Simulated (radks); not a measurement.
Results of a calculation; reference values are marked as such.
All-electron atom: Yb3+ in [Xe] 4f12 5d1 (not the ground configuration). Level of theory: scalar-relativistic Kohn-Sham, PBE, spin-unpolarised, spherical densities, finite nucleus; Fermi nuclear charge, rms radius 5.3108 fm (a radial shooting solver on a logarithmic mesh with Libxc functionals).

Radial electron density D(r) = 4 pi r^2 rho(r):

```
   r/bohr * D(r) (the largest magnitude, 127, reaches the edge; | marks zero)
 0.001708 |     *
 0.001973 |      *
 0.002279 |        *
 0.002632 |          *
 0.003039 |            *
  0.00351 |               *
 0.004054 |                  *
 0.004681 |                     *
  0.00545 |                         *
 0.006294 |                            *
 0.007269 |                                *
 0.008395 |                                   *
 0.009695 |                                      *
   0.0112 |                                       *
  0.01293 |                                        *
  0.01493 |                                        *
  0.01725 |                                       *
  0.02008 |                                     *
  0.02319 |                                    *
  0.02678 |                                    *
  0.03093 |                                     *
  0.03572 |                                        *
  0.04125 |                                             *
  0.04764 |                                                  *
  0.05502 |                                                     *
  0.06354 |                                                      *
  0.07397 |                                                   *
  0.08542 |                                              *
  0.09865 |                                          *
   0.1139 |                                         *
   0.1316 |                                            *
    0.152 |                                                *
   0.1755 |                                                 *
   0.2027 |                                            *
   0.2341 |                                   *
   0.2725 |                          *
   0.3147 |                       *
   0.3634 |                        *
   0.4197 |                           *
   0.4847 |                           *
   0.5598 |                       *
   0.6465 |                 *
   0.7467 |            *
   0.8623 |        *
    1.004 |      *
    1.159 |     *
    1.339 |   *
    1.546 |  *
    1.786 | *
    2.062 |*
    2.382 *
    2.751 *
    3.177 *
    3.698 *
    4.271 *
    4.933 *
    5.697 *
    6.579 *
```

D(r) has 4 maxima, at r = 0.0135, 0.0606, 0.169, 0.455 bohr, and minima at 0.0257, 0.109, 0.322 bohr, inside which lie 1.91, 11.06, 29.68 electrons.
